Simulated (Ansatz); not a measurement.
## CH5FOSn (SMILES [CH3][SnH]([OH])[F]): the energy to break a bond

CH5FOSn has 9 atoms, charge 0, and is taken as a singlet. SMILES: `[CH3][SnH]([OH])[F]`. The shape was relaxed beforehand at PBE0/def2-SVP. This is one conformer, not always the lowest.

```xyz
9

C    -0.3517    1.3322   -0.1744
Sn   -0.2686   -0.7610    0.2276
O     1.5413   -1.3714    0.7360
F    -0.6220   -1.6212   -1.4822
H    -1.3774    1.6136   -0.4503
H    -0.0429    1.8961    0.7167
H     0.3241    1.5640   -1.0091
H    -1.3092   -1.4700    1.3768
H     2.1948   -1.2287    0.0419
```

Wanted: the dissociation energy of the F4–Sn2 bond into doublet F and doublet CH5OSn (shapes relaxed at PBE0/def2-SVP, no zero-point term). 1 Eh = 2625.50 kJ/mol = 27.2114 eV. Totals in Eh; open shells run unrestricted unless said.

| level | program | CH5FOSn | doublet F | doublet CH5OSn |
| --- | --- | --- | --- | --- |
| HF/def2-SVP (core potential) | Ansatz | -428.284710 | -99.284051 | -328.869275 |
| PBE/def2-SVP (core potential) | Ansatz | -430.098539 | -99.539757 | -330.367273 |
| B3LYP/def2-SVP (core potential) | Ansatz | -430.410864 | -99.640474 | -330.586821 |

Problem. Work out the dissociation energy at each level.

Solution. 
1. HF/def2-SVP (core potential): (-99.284051) + (-328.869275) − (-428.284710) = 0.131384 Eh = 344.9 kJ/mol = 3.58 eV.
2. PBE/def2-SVP (core potential): (-99.539757) + (-330.367273) − (-430.098539) = 0.191509 Eh = 502.8 kJ/mol = 5.21 eV.
3. B3LYP/def2-SVP (core potential): (-99.640474) + (-330.586821) − (-430.410864) = 0.183569 Eh = 482.0 kJ/mol = 5.00 eV.

The levels span 345 to 503 kJ/mol; no measured value is set beside them. Hartree–Fock lacks the correlation of the electrons that are unpaired, so it comes out low. A bond enthalpy at 298 K also holds the loss of zero-point energy and thermal terms.
